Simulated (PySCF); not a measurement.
## Bromine: a sound run and one with changed settings

Sound run: Br²⁺ [Ar] 3d10 4s2 4p3, Br³⁺ [Ar] 3d10 4s2 4p2. Calculation: PySCF 2.14, in cc-pVDZ-PP with ECP10MDF (4s3p2d, 23 functions); a scalar-relativistic core potential. In the sound run the correlated levels freeze 3s2 3p6 3d10 outside the core potential. The sound run starts from symmetry-adapted Hartree-Fock orbitals and uses a fine grid where one is needed.

A second run was set up differently.

| species | method | sound run (hartree) | changed run (hartree) | converged |
| --- | --- | --- | --- | --- |
| Br²⁺ | MP2 | -414.39464 | -414.35093 | yes |
| Br²⁺ | CCSD(T) | -414.40981 | -414.35531 | yes |
| Br³⁺ | MP2 | -413.10957 | -413.06973 | yes |
| Br³⁺ | CCSD(T) | -413.12653 | -413.07147 | yes |

Ionisation energy of Br²⁺:

```tsv
method	sound run (eV)	changed run (eV)
UHF	34.613	34.613
MP2	34.968	34.863
SCS-MP2	34.848	34.696
CCSD	34.918	34.935
CCSD(T)	34.920	34.935
```

**Question.** What was changed?
A. level shift left on
B. a valence shell is frozen
C. basis contracted for another Hamiltonian
D. all electrons correlated in a valence basis

**Answer.** B. Freezing a valence shell removes pair correlation that changes on ionisation.
